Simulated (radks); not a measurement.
Values are calculated unless marked as measured or tabulated.
Q: Ionisation of neutral terbium, [Xe] 4f9 6s2, to Tb+, [Xe] 4f9 6s1, under several functionals. Dirac Kohn-Sham, spin-unpolarised, spherical densities, finite nucleus; open shells fill j = l - 1/2 first; a radial shooting solver on a logarithmic mesh with Libxc functionals. Known Delta-SCF values: LDA (Slater exchange, Perdew-Zunger correlation) 6.375 eV. What does revPBE give, and what is its highest occupied eigenvalue?

A: 6.078 eV by Delta-SCF; the 4f7/2 eigenvalue is -2.524 eV. NIST: 5.864 eV (measured).

Beside tabulated values, note that spin-unpolarised runs miss the spin-polarisation part of the exchange energy of open shells.
